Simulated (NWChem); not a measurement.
System: C3H6O3; SMILES O1COCOC1

The following NWChem deck was run.

```
start job
memory heap 200 mb stack 900 mb global 1100 mb
geometry units angstroms noautoz
  C      0.894740    -0.969878     0.169064
  O     -0.395987    -1.270947    -0.262977
  C     -1.287309    -0.289929     0.169064
  O     -0.902679     0.978409    -0.262977
  C      0.392569     1.259807     0.169064
  O      1.298666     0.292538    -0.262977
  H      1.579490    -1.711094    -0.262407
  H      0.937626    -1.016003     1.282838
  H     -1.348698    -0.304007     1.282838
  H     -2.271596    -0.512331    -0.262407
  H      0.411071     1.320010     1.282838
  H      0.692106     2.223425    -0.262407
end
basis spherical
  * library 3-21g
end
dft
  xc b3lyp
  iterations 150
  mulliken
end
task dft energy
```

All runs use the structure optimised with PBE0/def2-SVP.

Question: What results follow from this input? (B3LYP/3-21G.) Quantities: basis functions; energy (Ha); highest occupied level (eV); orbital gap (eV); dipole (D).

Answer: The number of basis functions comes out as 66. The energy (Ha) is -341.66, the highest occupied level (eV) is -7.27 and the orbital gap (eV) is 10.34. The dipole (D) is 2.03.
